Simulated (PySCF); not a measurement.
**Assigning NMR signals**

Bonds (- single, = double, # triple, : aromatic): N1#C2, C2-C3, C3-C4, C4-O5, O5-Si6, Si6-Si7, Si6-Si8. C3 carries H9, H10; C4 carries H11, H12; Si6 carries H13; Si7 carries H14, H15, H16; Si8 carries H17, H18, H19.

- shielding tensors at PBE0/pcSseg-1 (GIAO)
- structure optimised with GFN2-xTB
- code: PySCF 2.14.0 with density-fitted response routines
- relativity neglected, single conformer, equivalent nuclei averaged, no solvent

Shifts are taken against calculated references (same method and geometry level): TMS for ¹³C and ¹H.

Question: Assign these signals to the numbered atoms. ¹³C{¹H} NMR (computed): δ 120.6, 67.7, 21.4.

Answer: 
```tsv
δ (ppm)	atoms	environment	reason
120.6	C2	nitrile carbon	this is the usual window of a C≡N carbon, which has no attached hydrogen
67.7	C4	sp3 CH2 bonded to O	deshielded by the electronegative neighbour
21.4	C3	sp3 CH2 α to a nitrile	aliphatic region, no heteroatom directly attached
```

Question: Assign these signals to the numbered atoms. ¹H NMR (300 MHz, computed): δ 5.92 (sept, 1H), 3.73 (t, 2H), 3.56 (d, 6H), 2.54 (t, 2H).

Answer: 
5.92 → H13, hydrogen on a silicon bonded to O, 2 Si
3.73 → H11/H12, hydrogen on an sp3 CH2 bonded to O: its carbon carries O, an electronegative neighbour
3.56 → H14/H15/H16/H17/H18/H19, hydrogen on a silicon bonded to Si
2.54 → H9/H10, hydrogen on an sp3 CH2 α to a nitrile

Shifts are as computed. Against solution values, carbons near 30 ppm lie about +3 ppm off and those near 130 ppm about +5 ppm. Of 1309 compounds with measured shifts, 239 miss one by over three times the rms of a fit or turn the order of signals round; such compounds aren't used in these exercises. No couplings were computed; multiplicities are counted from neighbouring protons, with m where these are inequivalent, close in shift, in a saturated or five-membered ring or joined by F or P, and br s for small geminal =CH2 splittings.
